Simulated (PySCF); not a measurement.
Correlation energy of Ti (titanium, neutral)

[Ar] 3d4, high-spin 5D determinant (an excited configuration). Calculation: PySCF 2.14, in ANO-RCC-VTZP (6s5p3d2f1g, 59 functions); the spin-free X2C one-electron Hamiltonian (Gaussian nucleus). Frozen: [Ne]; 12 electrons correlated.

```json
{"level": "CCSD", "correlation energy (mhartree)": "-391.42"}
{"level": "(T)", "correlation energy (mhartree)": "-12.95"}
{"level": "CCSD(T)", "correlation energy (mhartree)": "-404.37"}
```

Diagnostics: T1 = 0.0080, D1 = 0.0260, largest double amplitude 0.062.

Q: Is a single reference adequate?

A: Yes: T1 lies below 0.03 and no double amplitude reaches 0.07.
